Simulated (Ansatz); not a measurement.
Job for Ansatz (a program for electronic structure): R-BLYP/def2-TZVPP on ClGeH2N (SMILES [NH2][Ge][Cl]), a point of a torsion scan.

Ansatz 0.2 input:
```yaml
crystal:
  periodic: [false, false, false]
  atoms:
    - {symbol: N, position_ang: [-0.75052002, -0.08357632, 0.10919214]}
    - {symbol: Ge, position_ang: [0.91522429, -0.70088800, 0.51680065]}
    - {symbol: Cl, position_ang: [0.96287891, -2.29504808, -0.95691610]}
    - {symbol: H, position_ang: [-1.02979163, 0.87855905, 0.22675743]}
    - {symbol: H, position_ang: [-1.35366298, -0.51386556, -0.57896348]}
basis:
  gaussian:
    orbitals: def2-TZVPP
hamiltonian:
  xc: {name: BLYP}
scf: {lower_state_search: off}
```

Task: Predict the final total energy.

Result: -2593.3061 hartree.
